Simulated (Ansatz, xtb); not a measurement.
## Two isomers of C3H8O2S2

Structure I: `CCS(=O)(=O)SC`, a singlet. Structure II: `CCSS(C)(=O)=O`, a singlet. Both are isolated molecules in the gas phase, relaxed with PBE0-D3(BJ)/def2-SVP, each in the lowest conformer that the search found.

Q: Estimate E(II) − E(I) at the level CCSD(T)/def2-SVP + ΔMP2/def2-TZVPP.

A: Too close to call at this level: CCSD(T)/def2-SVP + ΔMP2/def2-TZVPP gives E(II) − E(I) = −0.014 eV.

Level by level:

| level | geometry | E(II) − E(I) (eV) | departure from the last row (eV) | job, with rough time for the two |
| --- | --- | --- | --- | --- |
| GFN2-xTB | GFN2-xTB | +0.047 | +0.061 | optimisation, 0.21 s |
| HF/STO-3G | GFN2-xTB | +0.002 | +0.016 | single point, 0.44 s |
| r2SCAN-D4/def2-SVP | GFN2-xTB | +0.003 | +0.017 | single point, 4.4 s |
| PBE0-D3(BJ)/def2-SVP | PBE0-D3(BJ)/def2-SVP | −0.029 | −0.016 | optimisation, 46 s |
| HF/def2-SVP | PBE0-D3(BJ)/def2-SVP | +0.016 | +0.029 | part of the CCSD(T) run |
| MP2/def2-SVP | PBE0-D3(BJ)/def2-SVP | −0.033 | −0.019 | part of the CCSD(T) run |
| CCSD(T)/def2-SVP | PBE0-D3(BJ)/def2-SVP | −0.028 | −0.014 | single point |
| CCSD(T)/def2-SVP + ΔMP2/def2-TZVPP | PBE0-D3(BJ)/def2-SVP | −0.014 |  | single point, 93 s |

As drawn, both hold the same kinds of bond in the same numbers.

The largest departure from CCSD(T)/def2-SVP + ΔMP2/def2-TZVPP is that of GFN2-xTB, 0.061 eV. The last row adds to CCSD(T) the change of the MP2 difference between the two basis sets, here +0.014 eV.

With thermal terms from frequencies at re-optimised GFN2-xTB minima (ideal gas, soft modes damped towards free rotors, one conformer each, 298.15 K, 1 atm): the zero-point term adds +0.008 eV; ΔH is −0.016 and ΔG +0.021 eV.

The correlated steps freeze 15 core orbitals. Codes used: Ansatz 0.2.0, xtb 6.7.1; the last row on 4 threads of Arm Neoverse V1 on a shared host.
